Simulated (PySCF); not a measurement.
Al(OH)2(nBu), SMILES C([CH2][Al]([OH])[OH])CC, GFN2-xTB optimised geometry.

```
18

Al     0.03    -1.72     0.00
O      1.67    -1.72     0.00
H      2.62    -1.72     0.00
O     -0.92    -3.06    -0.02
H     -1.45    -3.85    -0.02
C     -0.93     0.05     0.00
C     -0.01     1.24     0.28
C     -0.71     2.59     0.09
C     -1.81     2.85     1.11
H     -1.41     0.19    -0.97
H     -1.74     0.01     0.73
H      0.36     1.18     1.31
H      0.85     1.19    -0.38
H      0.04     3.38     0.17
H     -1.13     2.64    -0.92
H     -1.41     2.78     2.12
H     -2.62     2.13     1.00
H     -2.22     3.85     0.97
```

Density from PBE0/def2-SVP (PySCF) at that geometry.

Minimum of the electron density along straight lines between bonded atoms, close to the bond critical point (lines longer than 1.1 times the sum of covalent radii, or with two minima, are not listed):

```csv
bond,length / Å,ρ at the minimum / e bohr⁻³,∇²ρ there / e bohr⁻⁵,position (fraction from the first atom)
Al1–O2,1.647,0.103,1.04,0.44
O2–H3,0.945,0.363,-2.58,0.82
Al1–O4,1.647,0.103,1.04,0.44
O4–H5,0.945,0.363,-2.58,0.82
Al1–C6,2.009,___,0.29,0.39
C6–C7,1.527,0.239,-0.53,0.50
C7–C8,1.532,0.243,-0.55,0.50
C8–C9,1.525,0.243,-0.55,0.50
C6–H10,1.094,0.266,-0.91,0.62
C6–H11,1.092,0.269,-0.93,0.62
C7–H12,1.092,0.275,-0.99,0.62
C7–H13,1.092,0.276,-0.99,0.62
C8–H14,1.093,0.275,-0.98,0.62
C8–H15,1.093,0.275,-0.99,0.62
C9–H16,1.088,0.275,-1.00,0.62
C9–H17,1.087,0.277,-1.01,0.62
C9–H18,1.088,0.275,-1.00,0.62
```

**Question.** Fill in the missing entries.

**Answer.** 
- Al1–C6, ρ at the minimum / e bohr⁻³: 0.078
